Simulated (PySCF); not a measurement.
PySCF 2.14 output of an unrestricted M06-L calculation on a single atom or ion in x2c-SVPall (3s2p1d, 14 functions), with scalar relativity by spin-free X2C-1e:

```
SCF conv_tol = 1e-09
number electrons alpha = 4  beta = 2
    Y. Zhao and D. G. Truhlar.,  J. Chem. Phys. 125, 194101 (2006)
    Y. Zhao and D. G. Truhlar.,  J. Chem. Phys. 125, 194101 (2006)
    Y. Zhao and D. G. Truhlar.,  Theor. Chem. Acc. 120, 215 (2008)
cycle= 1 E= -73.2354891132156  delta_E= -0.00241  |g|= 0.00757  |ddm|= 0.0547
cycle= 2 E= -73.2355087614694  delta_E= -1.96e-05  |g|= 0.00079  |ddm|= 0.00648
cycle= 3 E= -73.235508992001  delta_E= -2.31e-07  |g|= 9.21e-05  |ddm|= 0.000751
cycle= 4 E= -73.2355089953058  delta_E= -3.3e-09  |g|= 5.39e-07  |ddm|= 9.92e-05
cycle= 5 E= -73.235508995306  delta_E= -1.85e-13  |g|= 1.93e-08  |ddm|= 8.07e-07
converged SCF energy = -73.235508995306  <S^2> = 2.0029501  2S+1 = 3.0019661
```

The run itself started from symmetry-adapted Hartree-Fock orbitals and held the occupation by maximum overlap, on a logarithmic radial grid, so the iterations belong to that start.

Task: Which element, charge and spin multiplicity is this?

Result: O²⁺ (oxygen, charge +2), multiplicity 3; the state was [He] 2s2 2p2, high-spin 3P determinant.
